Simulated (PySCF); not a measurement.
Geometry (Å), atoms numbered from 1 in this order:
```xyz
11

F     2.1959   -1.1614   -1.1539
C     1.1047   -0.6799   -0.5754
C     0.9283    0.7044   -0.5412
C    -0.2267    1.1750    0.0702
C    -1.1329    0.2592    0.6091
C    -0.8332   -1.0958    0.5076
N     0.2721   -1.5574   -0.0784
H     1.6757    1.3663   -0.9806
H    -0.4184    2.2492    0.1267
H    -2.0508    0.5893    1.0982
H    -1.5148   -1.8490    0.9179
```

[PySCF: shieldings: GIAO PBE0/pcSseg-1; J couplings at B3LYP/pcJ-1 (spin–dipole term only in couplings to heteroatoms); structure optimised with PBE0-D3(BJ)/def2-SVP; isolated molecule; non-relativistic Hamiltonian; one conformer]

Referencing at the same level of theory: $^{1}$H (σ = 31.27 ppm) vs TMS.

The spectrum was simulated from the full spin Hamiltonian at 200 MHz with 1.0 Hz Lorentzian lines, from shifts rounded to 0.01 ppm and J to 0.1 Hz, couplings under 1 Hz left out.

Question: List the maxima of its $^{1}$H spectrum with integrals.

Answer: 
Maxima in Hz from TMS (height), grouped by integral:
1H: 1688.6 (52), 1686.8 (96), 1684.9 (58), 1683.2 (59), 1681.4 (100), 1679.5 (55)
1H: 1573.5 (23), 1571.6 (22), 1565.6 (45), 1564.0 (54), 1562.6 (32), 1557.9 (34), 1556.4 (60), 1554.8 (47), 1548.8 (28), 1547.0 (27)
1H: 1423.5 (53), 1421.6 (54), 1418.1 (54), 1416.1 (69), 1415.7 (67), 1413.6 (50), 1410.1 (47), 1408.2 (46)
1H: 1374.7 (97), 1370.2 (98), 1365.6 (89), 1361.2 (88)

Question: Summarise it as multiplets with assignments.

Answer: $^{1}$H NMR (200 MHz, computed): δ 8.42 (ddd, J = 5.4, 1.9, 1.8 Hz, 1H, H11), 7.80 (m, 1H, H9), 7.08 (ddd, J = 8.0, 5.4, 1.9 Hz, 1H, H10), 6.84 (dd, J = 9.1, 4.4 Hz, 1H, H8). These are first-order names; overlap and second-order distortion can hide them in the list.

Splittings below 1 Hz are ignored in the labels, and close J values are merged. Unscaled 3J(H,H) at this level run about 9 % above measured values.
